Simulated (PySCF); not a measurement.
Compound: C2H7AlAsN.
Bonds: C1–C2, C2–N3 (triple), N3–Al4, Al4–As5. Hydrogens: H6, H7, H8 on C1; H9, H10 on Al4; H11, H12 on As5.

Method used: PySCF, PBE0-D3(BJ)/def2-SVP geometry optimisation, gas phase.

Q: Give the optimised bond lengths and angles.

A: 
```tsv
bond	length (bohr)
C1–C2	2.730
C2≡N3	2.177
N3–Al4	3.833
Al4–As5	4.677
C1–H6, C1–H7, C1–H8	2.078
Al4–H9, Al4–H10	3.023
As5–H11, As5–H12	2.884
```

Bonds in one row agree within 0.02 bohr and their mean is given. A selection of angles:
```tsv
angle	degrees
C2–C1–H6	109.9
H6–C1–H7	109.3
C1–C2–N3	178.9
C2–N3–Al4	173.0
N3–Al4–As5	96.2
N3–Al4–H9	100.4
As5–Al4–H9	119.7
As5–Al4–H10	114.1
H9–Al4–H10	119.2
Al4–As5–H11	91.8
Al4–As5–H12	94.0
H11–As5–H12	92.3
```

As5 (arsenic bonded to Al and 2 H) is pyramidal (angles 94.0°, 92.3° and 91.8°, sum 278.1°, 0.94 Å off the plane of its three neighbours). Al4 (aluminium bonded to As, N and 2 H) has angles from 96.2° to 119.7°. The 5 heavy atoms lie in one plane (0.009 Å rms).

Stationary, but not proved a minimum. The numbers are those of one conformer (N3–Al4–As5–H -163° and 104°).

Hardware: one thread of an Arm Neoverse V1, no GPU (shared host). These figures are those of the optimisation.
